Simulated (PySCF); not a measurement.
**Optical rotation: `OC[C@]1(Cl)C=C1F`, C4H4ClFO**

Geometry:
```tsv
atom	x (Å)	y (Å)	z (Å)
O1	-1.604	-1.078	-0.899
C2	-0.887	0.090	-0.616
C3	0.049	-0.095	0.572
Cl4	0.993	1.395	0.870
C5	0.673	-1.424	0.917
C6	-0.257	-0.975	1.713
F7	-0.998	-1.134	2.785
H8	-2.222	-1.261	-0.181
H9	-1.553	0.943	-0.425
H10	-0.296	0.306	-1.510
H11	1.402	-2.149	0.655
```

Theory: TDDFT LC-wPBE/def2-SVPD circular dichroism and optical rotation, one conformer, gas phase in PySCF 2.14.0. Geometry: GFN2-xTB, dihedral held. The dihedral O1–C2–C3–C5 is held at 30°.

Stereocentres: C3 R.

Task: What is the specific rotation at 633, 589.3, 546, 436, 405, 365, 355 nm?

Result: [α] in deg dm⁻¹ (g/mL)⁻¹:
| λ (nm) | origin-invariant length gauge | modified velocity gauge | length gauge (centre of mass) | isotropic polarisability (au) |
| --- | --- | --- | --- | --- |
| 633 | -1.9 | -5.3 | -3.2 | 63.4 |
| 589.3 | -2.9 | -6.8 | -4.4 | 63.6 |
| 546 | -4.4 | -9.0 | -6.2 | 63.9 |
| 436 | -14.6 | -21.8 | -17.6 | 64.9 |
| 405 | -21.4 | -29.7 | -24.9 | 65.3 |
| 365 | -36.8 | -47.0 | -41.5 | 66.1 |
| 355 | -42.7 | -53.4 | -47.6 | 66.4 |

The first excitation lies at 7.06 eV (176 nm) with R = +15.5 × 10⁻⁴⁰ esu² cm² (velocity form).
